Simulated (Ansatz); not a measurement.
Reaction (ligand exchange at the Si–Se bond): `F[SiH](F)[SeH]` + `C=N` → `C=N[SiH](F)F` + H₂Se

Computed with Ansatz on PBE0-D4/def2-TZVP structures; ΔE is electronic, products minus reactants. CBS: MP2 limit from def2 TZ/QZ plus the TZ coupled-cluster correction, frozen cores. This one scheme is used for every species. Functionals use def2-TZVPP. B3LYP here is the variant with VWN-RPA as its local correlation; programs differ in this. HSE06 is defined as in plane-wave codes. For Se outer-core shells are correlated without core-valence functions, which leaves a few kJ/mol of doubt a bond. Scalar relativity is left out up to krypton. Each species was taken in one conformer, which may not be the lowest.

(1) Is it downhill or uphill in electronic energy at CCSD(T)/CBS, and by how much? (Best estimate.)

(2) What do these levels give: B3LYP-D4, BLYP, HSE06, LC-ωPBE, RPA@PBE/def2-TZVPP, CCSD/def2-TZVPP? (Estimate.)

Largest T1 diagnostic among the species: 0.013.

Answers

(1) Computed: Uphill: ΔE = +6.9 kJ/mol.

(2) Ansatz gave: B3LYP-D4 1.6, BLYP 3.6, HSE06 10.0, LC-ωPBE 6.0, RPA@PBE/def2-TZVPP 2.0, CCSD/def2-TZVPP 1.7 kJ/mol.

From BLYP to BHLYP (50 % exact exchange), in def2-TZVPP and without D4, ΔE moves by −6.6 kJ/mol. Leaving LDA and LC-ωPBE aside and taking each functional with its dispersion term where it has one, the values, not all of them listed here, spread over 15.3 kJ/mol, from CAM-B3LYP-D4 to PBE-D4. LDA lies −6.9 kJ/mol from PBE without D4.
